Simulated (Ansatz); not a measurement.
`C[Se][SiH2]N` + `[OH][AlH2]` → `C[Se][AlH][OH]` + `N[SiH3]`  (formal exchange of groups at the Se–Si bond)

Program: Ansatz. Geometries: PBE0-D4/def2-TZVP. ΔE: electronic, gas phase. CCSD(T)/CBS is the MP2 limit (def2-TZVPP, def2-QZVPP) plus CCSD(T) − MP2 in def2-TZVPP, frozen cores. This one scheme is used for every species. DFT in def2-TZVPP. For Se outer-core shells are correlated without core-valence functions, which leaves a few kJ/mol of doubt a bond. Scalar relativity is left out up to krypton. One conformer a species, not always the lowest.

`C[Se][SiH2]N`:

Z-matrix (Å, degrees):
```
C
Se 1 1.957
H 1 1.088 2 110.0
H 1 1.088 2 106.9 3 118.8
H 1 1.088 2 110.2 3 -122.2
Si 2 2.275 1 96.7 3 56.5
N 6 1.712 2 116.1 1 -60.5
H 6 1.484 2 102.8 1 177.6
H 6 1.486 2 110.1 1 58.5
H 7 1.007 6 121.8 2 -54.0
H 7 1.006 6 120.4 2 97.0
```

`[OH][AlH2]`:

Cartesian coordinates in Å:
```
O -0.616 -1.028 -0.208
Al 0.107 0.497 -0.051
H -0.307 -1.807 0.251
H 1.362 0.677 0.900
H -0.546 1.661 -0.891
```

`C[Se][AlH][OH]`:

```xyz
9

C     1.817    0.350   -0.036
Se    0.391   -0.180   -1.281
Al   -1.325   -0.206    0.259
O    -2.905   -0.611   -0.186
H     1.420    0.487    0.969
H     2.571   -0.434   -0.029
H     2.248    1.283   -0.391
H    -1.032    0.159    1.764
H    -3.183   -0.848   -1.069
```

`N[SiH3]`:

Z-matrix (Å, degrees):
```
Si
N 1 1.720
H 1 1.486 2 107.9
H 1 1.494 2 116.0 3 -120.3
H 1 1.486 2 107.9 3 119.4
H 2 1.007 1 119.6 3 -168.6
H 2 1.007 1 119.6 3 49.2
```

```tsv
level	ΔE (kJ/mol)
ωB97M-V	-45.4
HF/def2-TZVPP	-54.6
```

Q: What does CCSD(T)/CBS give? (Estimate.)

A: Computed: -47.6 kJ/mol. The listed levels differ from it by 2.2, -7.0 kJ/mol.

Largest T1 diagnostic among the species: 0.012.

In def2-TZVPP, CCSD(T) changes the Hartree–Fock value by +5.4 kJ/mol (the triples alone add +0.8 kJ/mol) and MP2 by +6.9 kJ/mol. The D4 term adds +4.8 kJ/mol with B3LYP and +2.7 kJ/mol with PBE0; it sums over pairs of atoms, weighted by their polarisabilities, and B3LYP, whose exchange is more repulsive, gets the larger term.

CCSD(T)/CBS has its own doubt, a few kJ/mol and more with outer-core shells, so smaller differences from it don't rank the levels.

B3LYP here is the variant with VWN-RPA as its local correlation; programs differ in this.
